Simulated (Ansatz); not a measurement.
Geometry optimisation, RKS PBE/6-31G* (Ansatz 0.2.0).

input.yaml

```yaml
crystal:
  periodic: [false, false, false]
  atoms:
    - { symbol: B, position_ang: [0.023476, -0.631151, -0.436275] }
    - { symbol: H, position_ang: [0.00703, 0.207809, 1.81155] }
    - { symbol: Cl, position_ang: [1.527318, 0.181209, -0.795088] }
    - { symbol: Cl, position_ang: [-1.511789, 0.123189, -0.79102] }
    - { symbol: Cl, position_ang: [0.056223, -2.329827, 0.218453] }
    - { symbol: H, position_ang: [0.026642, -0.474929, 2.012079] }
basis:
  gaussian: { orbitals: "6-31G*" }
hamiltonian:
  xc: pbe
relax:
  f_tol: 0.03
  max_steps: 50
output:
  orbitals: {}
```

Command:

```bash
$ ansatz run input.yaml --threads 1 --pin off --max-ram 2048MiB --backend cpu --events-out ev --progress --plain --runs-dir out
```

Problem. Where does it end, and by what steps?

Solution. The forces met the threshold. The force dipped under the threshold on the way, but the program's further checks kept it going. After 11 steps the energy has fallen by 0.246 eV; H2 moved furthest, 0.74 Å.

```csv
step,energy less start (eV),largest force component (eV/Å),accepted
0,0.0000,1.616,yes
1,-0.1539,0.644,yes
2,-0.1585,0.793,yes
3,-0.2418,0.151,yes
4,-0.2433,0.117,yes
5,-0.2452,0.009,yes
6,-0.2453,0.139,yes
7,-0.2458,0.089,yes
8,-0.2458,0.080,yes
9,-0.2460,0.009,yes
10,-0.2456,0.091,no
11,-0.2461,0.017,yes
```

```xyz
6
Properties=species:S:1:pos:R:3
B 0.026 -0.796 -0.779
H 0.002 0.499 2.489
Cl 1.529 0.068 -1.046
Cl -1.510 0.010 -1.042
Cl 0.059 -2.471 -0.255
H 0.023 -0.233 2.653
```

Whether the end is a true minimum wasn't checked by a vibrational analysis.

The run took 31 s on 1 thread of Arm Neoverse V1, on a shared host, peak memory 0.11 GiB.
